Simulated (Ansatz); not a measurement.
The Al1–H2 bond of AlH3O2 (SMILES [OH][AlH][OH]) is stretched (multiplicity 1, the rest rigid).
Geometry at rest (charge 0, multiplicity 1):
```xyz
6

Al    -0.35084    -0.22531    -0.18691
H     -1.54694    -1.01381    -0.81632
O     -0.12880     1.39195    -0.63417
H      0.57602     1.94766    -0.29822
O      0.73398    -0.91515     0.92277
H      0.69039    -1.81921     1.23554
```

Correlated levels freeze the cores.

The values were computed with Ansatz (Gaussian basis) for Hartree–Fock, density functionals and correlated methods. Each number belongs to the level named beside it.

Energies above the point at 1.565 Å (the B3LYP-D3(BJ) bond length), FIC-MRCISD+Q on CASSCF(2,2)/cc-pV(T+d)Z (kcal/mol): 5.15 at 1.408 Å; 3.20 at 1.721 Å; 88.99 at 5.007 Å.

Problem. Take the last value as the depth D of a Morse curve D(1 − e^(−a(R − R₀)))², fit a and R₀ to the two near points, and test it at 2.112 and 2.738 Å.

Solution. 
With D = 89.0, both near points (counted from the curve's value at 1.565 Å) are met by a = 1.36 Å⁻¹ and R₀ = 1.567 Å, so k = 2Da² = 329 kcal/(mol Å²). The curve then gives 24.4 and 56.5 kcal/mol; the level itself gives 25.3 and 61.6, so Morse is off by -0.9 and -5.1.

Ansatz is a program for electronic structure.
